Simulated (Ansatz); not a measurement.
`CB(F)BCl` and `CB(O)F` differ in one atom or group.

Ansatz, PBE0-D4/def2-TZVP geometries, multiplicity 1. Each molecule was computed in one conformer, which needn't be the lowest.

| property | `CB(F)BCl` |
| --- | --- |
| LUMO energy (PBE0/def2-TZVPP) / eV | -1.84 |
| zero-point energy (PBE0-D4/def2-TZVP) / kJ/mol | 148.4 |
| LUMO energy (PBE/def2-TZVPP) / eV | -2.81 |
| size of the dipole moment (PBE/def2-TZVPP) / D | 1.23 |
| HOMO energy (PBE0/def2-TZVPP) / eV | -7.79 |
| HOMO–LUMO gap (PBE0/def2-TZVPP) / eV | 5.96 |

Q: What does the change do to each property? (Estimate.)

A: The calculation gave: 
```json
{"property": "LUMO energy (PBE0/def2-TZVPP) / eV", "`CB(O)F`": "0.76", "shift": "2.60"}
{"property": "zero-point energy (PBE0-D4/def2-TZVP) / kJ/mol", "`CB(O)F`": "154.0", "shift": "5.6"}
{"property": "LUMO energy (PBE/def2-TZVPP) / eV", "`CB(O)F`": "-0.05", "shift": "2.76"}
{"property": "size of the dipole moment (PBE/def2-TZVPP) / D", "`CB(O)F`": "0.45", "shift": "-0.78"}
{"property": "HOMO energy (PBE0/def2-TZVPP) / eV", "`CB(O)F`": "-9.89", "shift": "-2.10"}
{"property": "HOMO–LUMO gap (PBE0/def2-TZVPP) / eV", "`CB(O)F`": "10.65", "shift": "4.69"}
```

With PBE0 the HOMO falls by 2.10 eV and the LUMO rises by 2.60 eV, so the gap widens by about 4.70 eV. PBE moves the HOMO by -1.86 eV and ωB97M-V by -2.24 eV. The zero-point energy changes by 5.6 kJ/mol with -3 modes. Dipoles are sizes alone; their direction can turn.
